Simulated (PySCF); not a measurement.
```xyz
7

F      1.9002    -1.0750     0.2396
B      1.1756     0.0361     0.1036
F      1.8478     1.1872     0.1348
Si    -0.8510    -0.0243    -0.0993
H     -1.3481     1.1832    -0.8243
H     -1.2697    -1.2612    -0.8251
H     -1.4547    -0.0460     1.2708
```

Charge 0, multiplicity 1.

**Question.** Give the Mulliken and meta-Löwdin atomic charges from PySCF with PBE-D3(BJ)/def2-TZVP.

**Answer.** 
```
atom  Mulliken (e)  meta-Löwdin (e)
----  ------------  ---------------
F1           -0.19            -0.25
B2            0.46             0.44
F3           -0.19            -0.25
Si4          -0.05             0.23
H5           -0.01            -0.06
H6           -0.01            -0.05
H7           -0.01            -0.05
```
